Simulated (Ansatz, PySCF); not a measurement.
This PySCF input computes a PBE/def2-TZVPD energy:

```python
from pyscf import gto, scf, dft

mol = gto.M(
    atom='''
    Si   -0.00516559    0.00120856    0.00336678
    O     1.38196873   -0.56400275   -0.38810617
    F    -0.70509950   -0.24960992    1.34259802
    F    -0.73754981    0.87443325   -1.01424822
    H     2.00041216   -1.12830789    0.10256634
    ''',
    basis='def2-tzvpd',
    charge=1,
    spin=0,
    verbose=4,
)

mf = dft.RKS(mol, xc='pbe').density_fit(auxbasis='def2-universal-jkfit')
mf.grids.level = 3
mf.conv_tol = 1e-9
mf.max_cycle = 100
mf.max_memory = 1500
mf.kernel()
if not mf.converged:
    mf = mf.newton()
    mf.kernel(mf.make_rdm1())
mf.analyze()
```

Write an input for the same energy in Ansatz (a first-principles code) and say what it gives.


Ansatz 0.2 input:
```yaml
crystal:
  periodic: [false, false, false]
  atoms:
    - {symbol: Si, position_ang: [-0.00516559, 0.00120856, 0.00336678]}
    - {symbol: O, position_ang: [1.38196873, -0.56400275, -0.38810617]}
    - {symbol: F, position_ang: [-0.70509950, -0.24960992, 1.34259802]}
    - {symbol: F, position_ang: [-0.73754981, 0.87443325, -1.01424822]}
    - {symbol: H, position_ang: [2.00041216, -1.12830789, 0.10256634]}
basis:
  gaussian:
    orbitals: def2-TZVPD
hamiltonian:
  xc: {name: PBE}
total_charge: 1
output: {forces: true}
```
It gives -564.55544 Eh, and PySCF -564.55552 Eh, a difference of 0.08 mEh, from the treatment of integrals and grids.

It need not be the lowest isomer of its formula.
